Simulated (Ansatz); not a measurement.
Geometry optimisation, UKS PBE/def2-SVP (Ansatz).

The input (input.yaml):

```yaml
crystal:
  periodic: [false, false, false]
  atoms:
    - { symbol: Ga, position_ang: [0.023243, -0.019843, -0.452816] }
    - { symbol: H, position_ang: [-0.04556, 0.008677, 2.318139] }
    - { symbol: H, position_ang: [1.404455, 0.005811, -1.273335] }
    - { symbol: H, position_ang: [-1.381626, 0.005896, -1.233956] }
    - { symbol: C, position_ang: [-0.010934, 0.001977, 3.434622] }
    - { symbol: F, position_ang: [-0.678909, -1.064709, 3.91749] }
    - { symbol: F, position_ang: [1.264932, -0.060487, 3.863908] }
    - { symbol: F, position_ang: [-0.575601, 1.122577, 3.927948] }
magnetization:
  spin_polarized: true
  initial_magnetization: 1
basis:
  gaussian: { orbitals: def2-SVP }
hamiltonian:
  xc: pbe
relax:
  f_tol: 0.03
  max_steps: 50
output:
  orbitals: {}
```

Launched with:

```bash
$ ansatz run input.yaml --threads 4 --pin off --max-ram 5120MiB --backend cpu --events-out ev --progress --plain --runs-dir out
```

Q: Where does it end, and by what steps?

A: The forces met the threshold. The force dipped under the threshold on the way, but the program's further checks kept it going. After 3 steps the energy has fallen by 0.014 eV; Ga1 moved furthest, 0.24 Å.

| step | energy less start (eV) | largest force component (eV/Å) | accepted |
| --- | --- | --- | --- |
| 0 | 0.0000 | 0.294 | yes |
| 1 | -0.0122 | 0.057 | yes |
| 2 | -0.0135 | 0.025 | yes |
| 3 | -0.0137 | 0.005 | yes |

```xyz
8
Properties=species:S:1:pos:R:3
Ga 0.023 -0.015 -0.693
H -0.045 0.005 2.459
H 1.414 0.004 -1.500
H -1.389 0.005 -1.465
C -0.012 0.001 3.575
F -0.679 -1.062 4.059
F 1.263 -0.060 4.003
F -0.576 1.121 4.064
```

Whether the end is a true minimum wasn't checked by a vibrational analysis.

The run took 8.1 s on 4 threads of Arm Neoverse V1, with other jobs on the host, peak memory 0.17 GiB.
